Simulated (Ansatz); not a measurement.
`C#[C][Al]([CH3])[NH]C` + `C=C[SiH3]` → `C#[C][AlH][CH3]` + `C=C([SiH3])NC`  (redistribution)

Computed with Ansatz on PBE0-D4/def2-TZVP structures; ΔE is electronic, products minus reactants. CCSD(T)/CBS is the MP2 limit (def2-TZVPP, def2-QZVPP) plus CCSD(T) − MP2 in def2-TZVPP, frozen cores. This one scheme is used for every species. DFT in def2-TZVPP. One conformer a species, not always the lowest.

```tsv
level	ΔE (eV)
PBE0-D4	1.27
MP2/def2-TZVPP	1.44
CCSD/def2-TZVPP	1.47
HF/CBS(def2)	1.51
```

(1) What does CCSD(T)/CBS give? (Best estimate.)

Largest T1 diagnostic among the species: 0.012.

## Answers

(1) Ansatz gave: +1.44 eV. The listed levels differ from it by -0.17, 0.00, 0.03, 0.07 eV.

The D4 term adds −0.05 eV with B3LYP and −0.03 eV with PBE0; it sums over pairs of atoms, weighted by their polarisabilities, and B3LYP, whose exchange is more repulsive, gets the larger term. From PBE to PBE0 (25 % exact exchange), in def2-TZVPP and without D4, ΔE moves by +0.04 eV.

B3LYP here is the variant with VWN-RPA as its local correlation; programs differ in this.
